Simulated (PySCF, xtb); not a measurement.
C₄H₇BFN, SMILES CB(F)C=C=CN. Other conformers were not sampled.

Harmonic wavenumbers (cm⁻¹) from GFN2-xTB in xtb at its own minimum, in rising order: 50, 65, 75, 155, 214, 252, 326, 341, 427, 453, 573, 698, 726, 769, 834, 879, 886, 991, 1099, 1174, 1184, 1221, 1276, 1381, 1413, 1478, 1482, 1517, 2046, 2975, 3009, 3027, 3028, 3062, 3415, 3465.

Problem. What does B3LYP-D3(BJ)/def2-SVP in PySCF give at its own minimum? (An estimate is asked for; the answer gives what the named calculation found.)

Solution. 54, 70, 77, 181, 245, 284, 348, 373, 463, 499, 633, 681, 729, 769, 869, 882, 916, 983, 1150, 1171, 1214, 1254, 1327, 1369, 1433, 1440, 1473, 1624, 2042, 3021, 3076, 3086, 3138, 3138, 3530, 3630. Paired by order, the mean absolute difference is 38 cm⁻¹ and the zero-point energies are 65.7 and 67.4 kcal/mol.
